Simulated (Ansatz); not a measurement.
Mulliken charges of CH4ClNOSi, SMILES `N[Si]1(Cl)CO1` from PBE/def2-TZVPP in Ansatz (PBE0-D4/def2-TZVP geometry).

```json
{"atom": "N1", "x (Å)": "0.701", "y (Å)": "0.862", "z (Å)": "-1.247", "charge (e)": "-0.395"}
{"atom": "Si2", "x (Å)": "0.072", "y (Å)": "-0.354", "z (Å)": "-0.276", "charge (e)": "0.565"}
{"atom": "Cl3", "x (Å)": "0.767", "y (Å)": "-2.119", "z (Å)": "-1.009", "charge (e)": "-0.213"}
{"atom": "C4", "x (Å)": "-0.533", "y (Å)": "-0.254", "z (Å)": "1.407", "charge (e)": "-0.156"}
{"atom": "O5", "x (Å)": "-1.479", "y (Å)": "-0.249", "z (Å)": "0.220", "charge (e)": "-0.336"}
{"atom": "H6", "x (Å)": "0.402", "y (Å)": "1.820", "z (Å)": "-1.183", "charge (e)": "0.169"}
{"atom": "H7", "x (Å)": "1.422", "y (Å)": "0.699", "z (Å)": "-1.927", "charge (e)": "0.169"}
{"atom": "H8", "x (Å)": "-0.588", "y (Å)": "0.679", "z (Å)": "1.965", "charge (e)": "0.098"}
{"atom": "H9", "x (Å)": "-0.675", "y (Å)": "-1.131", "z (Å)": "2.034", "charge (e)": "0.098"}
```

Task: By hand: the dipole of these point charges (1 e Å = 4.8032 D).

Result: Σ q r = (0.365, 0.416, 0.124) e Å, of length 0.567 e Å = 2.72 D.

Task: How does the dipole of the full density compare? (Estimate.)

Result: Computed: (0.393, 0.397, -0.083) e Å, 2.71 D; the point charges give 1.00 times that, at 21° from its direction.

Point charges leave out the atoms' own dipoles, such as those of lone pairs, and Mulliken's split depends on the basis, so the two needn't agree.
